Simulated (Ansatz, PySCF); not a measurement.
Dimer: H2O (SMILES O) (first 3 atoms) with C2H3N (SMILES CC#N); geometry from B3LYP-D3(BJ)/def2-TZVP, rigid monomers moved along the line of their centres of mass till H2···N6 is 2.37 Å.
(charge 0, multiplicity 1):
| atom | x (Å) | y (Å) | z (Å) |
|---|---|---|---|
| O | -0.1208 | 0.1615 | -0.8812 |
| H | 0.0224 | 0.1125 | 0.0755 |
| H | -1.0409 | 0.4239 | -0.9777 |
| C | 0.8783 | -0.1661 | 4.9407 |
| C | 0.5082 | -0.0514 | 3.5404 |
| N | 0.2182 | 0.0385 | 2.4336 |
| H | 1.2873 | -1.1571 | 5.1383 |
| H | 1.6305 | 0.5825 | 5.1902 |
| H | 0.0036 | -0.0124 | 5.5728 |

Monomers are frozen at their geometry in the pair; levels with a basis set take the counterpoise correction. Rows marked so take none.

Rows in 3-21G, 6-31G* carry no dispersion term and start afresh at each structure (6-31G* with six Cartesian d functions).

Codes used: Ansatz (an electronic-structure program) with Gaussian orbitals; PySCF for 3-21G rows, 6-31G* rows, the dispersion terms. Values without a source in brackets are computed.

Q: Predict the interaction energy from r2SCAN-D3(BJ)/def2-TZVPPD.

A: -4.3 kcal/mol

Q: What interaction energy does B3LYP/6-31G* (no counterpoise) give?

A: -4.8 kcal/mol

Q: Predict the interaction energy from B3LYP/3-21G (no counterpoise).

A: -6.7 kcal/mol
